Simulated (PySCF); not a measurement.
C2H9ClOSi2, SMILES C[SiH2]O[Si@H](Cl)C.

Coordinates come from a ωB97X-D3(BJ)/def2-SVP optimisation. The structure was generated by enumeration; whether it is a known compound was not checked. Other conformers were not sampled.

All values below come from PySCF 2.14.0 with TDA-PBE/def2-SVPD.

Vertical excitations. The molecule is in vacuum.

Computed lowest excited states:
| state | energy (eV) | λ (nm) | f | main pairs |
|---|---|---|---|---|
| S1 | 6.71 | 185 | 0.003 | HOMO→LUMO 99 % |
| S2 | 6.89 | 180 | 0.024 | HOMO→LUMO+1 99 % |
| S3 | 7.08 | 175 | 0.011 | HOMO→LUMO+2 53 %, HOMO−1→LUMO 44 % |
| S4 | 7.10 | 175 | 0.016 | HOMO−1→LUMO 53 %, HOMO→LUMO+2 41 % |
| S5 | 7.25 | 171 | 0.012 | HOMO−2→LUMO 91 % |
| S6 | 7.26 | 171 | 0.004 | HOMO→LUMO+3 51 %, HOMO−1→LUMO+1 46 % |
| T1 | 6.49 | 191 | 0 | HOMO→LUMO 99 % |
| T2 | 6.75 | 184 | 0 | HOMO→LUMO+1 93 % |
Triplets are in the Tamm–Dancoff approximation.
